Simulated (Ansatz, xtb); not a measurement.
**Two isomers of BrH5N2Si**

We compare I, `N=[Si@H-]([NH3+])Br`, a singlet, with II, `NN[SiH2]Br`, a singlet. Both are isolated molecules in the gas phase, relaxed with B3LYP/6-31G*; the shapes shown needn't be the lowest conformers.

I (Å):

```xyz
9

Br    1.2308   -1.6114   -0.6119
N    -1.8455   -0.0128   -1.1889
N     0.4041    1.3178   -1.6404
Si   -0.4170    0.0083   -0.4413
H    -2.6283   -0.6088   -0.9516
H    -0.0638    0.6293    0.8663
H    -0.3607    1.4344   -2.3164
H     0.6204    2.2179   -1.2072
H     1.2378    0.9655   -2.1154
```

II (Å):

```xyz
9

Br    1.8163   -3.4664    0.2865
N     1.5013    0.1426   -1.2542
N     1.0750   -0.1858    0.0698
Si    1.8494   -1.3375    1.0836
H     1.6764   -0.7107   -1.7860
H     2.3786    0.6550   -1.1872
H     0.0895    0.0203    0.1841
H     1.1377   -1.3368    2.3819
H     3.2883   -1.0088    1.1913
```

Energies in hartree; the thermal terms are from B3LYP/6-31G* harmonic frequencies (ideal gas, rigid rotor, one conformer each, 298.15 K, 1 atm) and include the zero-point energy:

|  | I | II |
| --- | --- | --- |
| E, CCSD(T)/def2-SVP | −2973.431684 | −2973.418344 |
| E, MP2/def2-SVP | −2973.382830 | −2973.364486 |
| E, MP2/def2-TZVPP | −2974.105130 | −2974.076450 |
| zero-point energy | 0.063572 | 0.062660 |
| H(298 K) − E | 0.071081 | 0.069709 |
| G(298 K) − E | 0.032328 | 0.031543 |

Q: Correct the CCSD(T) difference for the basis set by the MP2 change, then work out ΔE, ΔE₀, ΔH and ΔG for I → II in kJ/mol (1 Eh = 2625.50 kJ/mol) and the equilibrium ratio [II]/[I].

A: 1. Differences II − I: CCSD(T) +0.013340, MP2 in the small set +0.018344, MP2 in the large set +0.028680 Eh.
2. ΔE = +0.013340 + (+0.028680 − (+0.018344)) = +0.023676 Eh = +62.16 kJ/mol.
3. ΔE₀ = ΔE + ΔZPE = +0.023676 + (−0.000912) Eh = +59.77 kJ/mol.
4. ΔH = ΔE + (−0.001372) Eh = +58.56 kJ/mol.
5. ΔG = ΔE + (−0.000785) Eh = +60.10 kJ/mol, so ΔS = (ΔH − ΔG)/T = −5.2 J/(mol K).
6. kT = 0.9442 mEh, so K = [II]/[I] = exp(−ΔG/kT) = exp(−24.24) ≈ 3.0 × 10^−11.

Structure I is favoured at this temperature. An error of 4 kJ/mol in ΔG would change K by a factor of 5. The basis-set step is large, which makes the value less sure. HF/STO-3G gave ΔE the other sign. Mirror images and further conformers aren't counted.

As drawn, II has 1 N–N, 1 Si–H in place of 1 N=Si, 1 N–H.

Other levels gave ΔE = +13.7 (GFN2-xTB); −214.6 (HF/STO-3G, GFN2-xTB geometries); +56.1 (r2SCAN-D4/def2-SVP, GFN2-xTB geometries); +37.2 (B3LYP/6-31G*); +9.5 (HF/def2-SVP); +48.2 (MP2/def2-SVP); +35.0 (CCSD(T)/def2-SVP) kJ/mol. The correlated steps freeze 16 core orbitals; the filled d shell of Br is correlated, in a basis made for valence electrons. Programs: Ansatz 0.2.0, xtb 6.7.1.
